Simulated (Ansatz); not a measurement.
Reaction (substitution at a C–Si bond): `O[SiH](O)/C=[CH]\[GeH3]` + HBr → `[GeH3]/[CH]=C\Br` + `O[SiH2]O`

Program: Ansatz. Geometries: PBE0-D4/def2-TZVP. ΔE: electronic, gas phase. CCSD(T)/CBS is the MP2 limit (def2-TZVPP, def2-QZVPP) plus CCSD(T) − MP2 in def2-TZVPP, frozen cores. Double bonds are as drawn, so ΔE can hold a change between cis and trans. For Br, Ge outer-core shells are correlated without core-valence functions, which leaves a few kJ/mol of doubt a bond. Scalar relativity is left out up to krypton. One conformer a species, not always the lowest.

```json
{"species": "`O[SiH](O)/C=[CH]\\[GeH3]`", "MP2/def2-TZVPP energy (Eh)": "-2595.79756"}
{"species": "HBr", "MP2/def2-TZVPP energy (Eh)": "-2573.28961"}
{"species": "`[GeH3]/[CH]=C\\Br`", "MP2/def2-TZVPP energy (Eh)": "-4727.28749"}
{"species": "`O[SiH2]O`", "MP2/def2-TZVPP energy (Eh)": "-441.78310"}
```

Task: Work out ΔE.

Result: ΔE = (-4727.28749) + (-441.78310) − (-2595.79756) − (-2573.28961) = 0.01658 Eh = +10.4 kcal/mol. CCSD(T)/CBS gives +11.6 kcal/mol.

Largest T1 diagnostic among the species: 0.012.

From PBE to PBE0 (25 % exact exchange), in def2-TZVPP and without D4, ΔE moves by +1.2 kcal/mol. The D4 term adds +2.0 kcal/mol with B3LYP and +1.2 kcal/mol with PBE0; it sums over pairs of atoms, weighted by their polarisabilities, and B3LYP, whose exchange is more repulsive, gets the larger term.

B3LYP here is the variant with VWN-RPA as its local correlation; programs differ in this.
